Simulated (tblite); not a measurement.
Compound: C7H15P.
Atom-mapped SMILES: `[CH2:1]=[P:2]1([CH2:3][CH3:4])[CH2:5][CH2:6][CH2:7][CH2:8]1` (hydrogens: H9, H10 on C1; H11, H12 on C3; H13, H14, H15 on C4; H16, H17 on C5; H18, H19 on C6; H20, H21 on C7; H22, H23 on C8)

Cartesian coordinates in Å at the GFN2-xTB level; atoms count from 1:
```xyz
23
C7H15P angstrom
C      1.1084   -1.8659    0.9438
P      0.2420   -0.6752    0.0924
C      1.3903    0.2512   -1.0035
C      2.6590    0.6371   -0.2604
C     -1.3268   -0.7062   -0.9815
C     -2.1089    0.5359   -0.5821
C     -1.9713    0.6603    0.9357
C     -0.4862    0.5436    1.2678
H      1.6210   -2.5466    0.2656
H      0.4589   -2.4067    1.6302
H      1.6284   -0.3988   -1.8509
H      0.8699    1.1329   -1.3886
H      3.1455   -0.2546    0.1246
H      3.3479    1.1619   -0.9203
H      2.4279    1.2818    0.5853
H     -1.0971   -0.7470   -2.0469
H     -1.8857   -1.6103   -0.7206
H     -1.6796    1.4191   -1.0596
H     -3.1575    0.4659   -0.8777
H     -2.3888    1.6023    1.2958
H     -2.5186   -0.1578    1.4099
H     -0.3043    0.2002    2.2865
H      0.0208    1.5039    1.1376
```

Level: GFN2-xTB in tblite, geometry and Hessian alike; calculated harmonic values, unscaled, isolated species. The method is semi-empirical: single wavenumbers can be off by several per cent or more. One conformer, not necessarily the lowest.

Harmonic wavenumbers (cm⁻¹): 74.4, 83.7, 139.7, 170.8, 208.8, 246.2, 254.2, 273.1, 319.5, 372.0, 432.8, 494.5, 613.7, 681.3, 708.7, 728.9, 741.8, 768.3, 800.7, 889.3, 909.7, 932.8, 951.8, 975.0, 1000.4, 1012.3, 1015.7, 1046.0, 1075.9, 1094.4, 1113.8, 1178.1, 1196.3, 1216.1, 1242.8, 1250.2, 1253.9, 1314.0, 1327.0, 1397.2, 1404.2, 1433.4, 1438.4, 1448.5, 1483.7, 1485.2, 1494.2, 1495.4, 2929.9, 2936.5, 2938.1, 2941.5, 2953.9, 2963.1, 2970.1, 2973.4, 2974.7, 2980.3, 2985.7, 2987.6, 3017.5, 3027.3, 3055.0.

A = 2597, B = 1251, C = 1192 MHz; mass 130.091 u (most abundant isotopes); point group C1, symmetry number 1.

**Question.** Zero-point energy?

**Answer.** ½Σν̃ = 43912 cm⁻¹ = 125.55 kcal/mol.

**Question.** Give the ideal-gas entropy at 298.15 K and 1 bar in the rigid-rotor, harmonic-oscillator model (classical rotation).

**Answer.** Translation 40.53, rotation 28.81, vibration 27.66: S = 97.0 cal/(mol K).

**Question.** And Cp and H(298.15 K) − H(0)?

**Answer.** Cp = 40.94 cal/(mol K), of which vibrations give 32.99 (their classical limit is 63 R = 125.2); H(298.15 K) − H(0) = 7.02 kcal/mol without the zero-point energy, 4.65 from vibrations.

**Question.** How do the functions run with temperature in this model?

**Answer.** 
```
T (K)  S (cal/(mol K))  Cp (cal/(mol K))  H − H(0) (kcal/mol)  G − H(0) (kcal/mol)  ln q(vib)
  100             67.2              18.3                 1.22                -5.50       1.15
  200             83.2              29.1                 3.59               -13.05       3.55
  300             97.3              41.2                 7.09               -22.08       6.13
  500            123.9              64.2                17.73               -44.23      11.55
  800            159.5              86.8                40.68               -86.88      19.81
 1000            180.0              96.9                59.10              -120.86      25.09
```

q(vib) and H(0) count from the zero-point level.

**Question.** What must be added to the electronic energy to get the Gibbs energy at 298.15 K and 1 bar?

**Answer.** ZPE + [H(298.15 K) − H(0)] − T·S = 125.55 + 7.02 − 28.92 = 103.65 kcal/mol.

**Question.** Which modes carry the vibrational entropy at 298.15 K?

**Answer.** 74.4 cm⁻¹: 4.03; 83.7 cm⁻¹: 3.80; 139.7 cm⁻¹: 2.81; 170.8 cm⁻¹: 2.43; 208.8 cm⁻¹: 2.05; 246.2 cm⁻¹: 1.76 cal/(mol K); the other 57 give 10.78 together.

Hindered rotation and anharmonicity are outside this model. Other conformers, if any are populated, would add a mixing term that is left out. The structure is chiral; the term R ln 2 for an equal mix with its mirror image is left out.
